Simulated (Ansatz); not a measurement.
```yaml
crystal:
  periodic: [false, false, false]
  atoms:
    - {symbol: F, position_ang: [-0.870876, -0.558400, 1.460533]}
    - {symbol: Ti, position_ang: [0.030105, -0.173026, 0.027636]}
    - {symbol: F, position_ang: [1.714739, -0.493592, 0.297288]}
    - {symbol: F, position_ang: [-0.540675, -1.141475, -1.295159]}
    - {symbol: I, position_ang: [-0.283393, 2.292893, -0.531699]}
basis:
  gaussian: {orbitals: def2-SVPD, point_charges: [{charge: 1.00, position_ang: [5.813, -0.985, -0.467]}]}
magnetization: {spin_polarized: true, initial_magnetization: 1}
hamiltonian: {xc: {name: wB97M-V}}
output: {forces: true}
```

```sh
$ ansatz run in.yaml --threads 4 --pin off --events-out ev --progress --plain --max-ram 10444MiB
```

Question: How does Ansatz answer? (Estimate.)

Answer: Ansatz gave: The program refused the input.
```
Error: a molecule whose nuclei and cores have a total charge of 74 cannot have a net charge of 0 together with 1 unpaired electrons
```
